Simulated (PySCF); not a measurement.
## Be (beryllium, neutral) across methods

[He] 2s1 3s1, high-spin 3S determinant (an excited configuration). Computed with PySCF 2.14 in aug-cc-pVDZ-DK, with scalar relativity by spin-free X2C-1e.

| method | E (hartree) | mean ε 1s β (eV) | mean ε 2s α (eV) | mean ε 3s α (eV) | Σ⟨r²⟩ (bohr²) | ⟨S²⟩ |
| --- | --- | --- | --- | --- | --- | --- |
| BLYP | -14.4325 | -113.61 | -10.198 | -1.558 | 64.07 | 2.000 |
| PBEsol | -14.3119 | -112.09 | -10.253 | -1.739 | 64.30 | 2.000 |
| r2SCAN | -14.4295 | -115.61 | -10.539 | -1.700 | 64.81 | 2.000 |
| PBE | -14.4073 | -113.08 | -10.387 | -1.776 | 64.17 | 2.000 |
| wB97M-V | -14.4326 | -121.82 | -12.929 | -2.527 | 61.39 | 2.000 |
| B3LYP | -14.4435 | -118.17 | -11.141 | -1.910 | 63.99 | 2.000 |
| PBE0 | -14.4146 | -118.80 | -11.391 | -2.065 | 64.29 | 2.000 |
| LDA | -14.2213 | -111.34 | -10.216 | -1.727 | 63.60 | 2.000 |
| UHF | -14.37663 | -135.17 | -14.050 | -2.681 | 64.61 | 2.000 |

The outer electron is Rydberg-like, and this basis confines it to a smaller radius and binds it less than a complete one would.
